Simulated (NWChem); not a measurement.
System: C$_{3}$H$_{9}$Ga; SMILES [CH3][Ga]([CH3])[CH3]

Q: Give the equilibrium geometry at PBE0/def2-SVP (NWChem) as an XYZ file, with the point group.

A: point group C1; any orientation.
```
13

Ga     0.0001    -0.0003    -0.0010
C     -0.7599     1.8245    -0.0017
H     -1.3646     1.9834     0.9072
H     -1.4437     1.9559    -0.8570
H      0.0056     2.6130    -0.0462
C     -1.2002    -1.5709     0.0016
H     -0.9812    -2.2202     0.8657
H     -1.0260    -2.1829    -0.8995
H     -2.2663    -1.3018     0.0327
C      1.9605    -0.2540    -0.0006
H      2.2609    -1.3120    -0.0147
H      2.4053     0.2188     0.8912
H      2.4113     0.2454    -0.8746
```
